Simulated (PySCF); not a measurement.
**Relaxation of triplet [MnO2]-**

All numbers come from UPBE0/[Mn def2-SVPD, O def2-SVPD], no relativity, density fitting, PySCF. A (50,194) grid was used.

A hand-made bent start, of C2v symmetry, held to at least that symmetry:

```xyz
3
charge -1 multiplicity 3, angstrom
Mn    0.0000    0.0000   -0.3419
O     1.3270    0.0000    0.5873
O    -1.3270    0.0000    0.5873
```

Optimiser trace:
```json
{"step": "0", "E − E(last) (kJ/mol)": "40.86", "largest gradient (Eh/bohr)": "0.05688"}
{"step": "1", "E − E(last) (kJ/mol)": "10.23", "largest gradient (Eh/bohr)": "0.02298"}
{"step": "2", "E − E(last) (kJ/mol)": "1.91", "largest gradient (Eh/bohr)": "0.01020"}
{"step": "3", "E − E(last) (kJ/mol)": "0.16", "largest gradient (Eh/bohr)": "0.00352"}
{"step": "4", "E − E(last) (kJ/mol)": "0.00", "largest gradient (Eh/bohr)": "0.00054"}
{"step": "5", "E − E(last) (kJ/mol)": "0.00", "largest gradient (Eh/bohr)": "0.00005"}
```

It ends at C2v with Mn–O 1.609 Å (×2); O–Mn–O 136.9° (after a last refinement on a finer grid). A frequency run shows a minimum. Other isomers or separated fragments may lie lower.

Final geometry:
Coordinates in bohr (charge -1 multiplicity 3):
```
Mn    0.0000    0.0000   -0.4132
O     2.8278    0.0000    0.7033
O    -2.8278    0.0000    0.7033
```

Other spin states or occupations of the open shell can lie lower. At this level a quintet minimum of C2v symmetry lies 77 kJ/mol below this structure.

The relaxation took of the order of 24 core-seconds on a shared host.
